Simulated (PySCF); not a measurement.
## Exercise with solution: dipole moment from atomic charges

C₃H₂, SMILES [C]([CH2])[C] (connectivity only; charge and spin as stated), neutral, multiplicity 1. Atoms are numbered in the order given.

```xyz
5

C      0.0000     0.0000    -1.1190
C      0.0000     0.0000     0.2000
H      0.0000     0.9276    -1.6881
H      0.0000    -0.9276    -1.6881
C      0.0000     0.0000     1.4817
```

Geometry optimised at PBE0-D3(BJ)/def2-TZVP.

Charges (e) from PBE/def2-TZVPD (PySCF):

| atom | ESP fit | IAO |
|---|---|---|
| C1 | -0.262 | -0.165 |
| C2 | 0.381 | -0.087 |
| H3 | 0.174 | 0.191 |
| H4 | 0.174 | 0.191 |
| C5 | -0.466 | -0.130 |

The dipole moment of the full density is 4.42 D.

Problem. What dipole moment does each set of point charges give, and which comes closer to that of the density?

Solution. 
μ = Σ q r, and 1 e Å = 4.8032 D.
ESP fit: Σ q r = (0.000, 0.000, -0.909) e Å, |μ| = 4.36 D.
IAO: Σ q r = (0.000, 0.000, -0.670) e Å, |μ| = 3.22 D.
ESP fit comes closer in size. Point charges leave out the atoms' own dipoles (lone pairs, polarised bonds); fits to the potential absorb them, partitions of the density don't.
